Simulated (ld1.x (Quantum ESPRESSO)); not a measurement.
## P (Z = 15): excitation energies, all-electron against TM

```
Element                 : P
Generator               : ld1.x (Quantum ESPRESSO) 7.5
Type                    : norm-conserving Troullier–Martins (Kleinman–Bylander form)
Functional              : BP86
Relativity              : non-relativistic
Frozen core             : [Ne]
Valence charge          : 5
Reference configuration : 3s1 3p4
Partial waves           : 3p (bound): rc 1.25 bohr; 3s (bound): rc 1.60 bohr
Local potential         : the s channel
Core correction         : a·sin(br)/r model core inside 1.15 bohr
```

Energies are relative to the spin-unpolarised reference configuration 3s1 3p4; without spin polarisation the order of configurations can differ from experiment.

```csv
valence configuration,charge,ΔE all-electron (eV),error AE − PS (meV)
3s2 3p3,0,-8.455,+2.1
3s2 3p2,+1,1.383,+3.3
3s2 3p1,+2,20.642,+18
3s2 3p2.5,+0.5,-4.626,+1.7
3s1 3p0,+4,102.549,+97
3s2 3p3.3,-0.3,-9.794,+2.9
```

Problem. What are ΔE and the potential's error for 3s2 3p0?

Solution. ΔE = 50.511 eV all-electron; the error (AE − PS) is +49 meV.
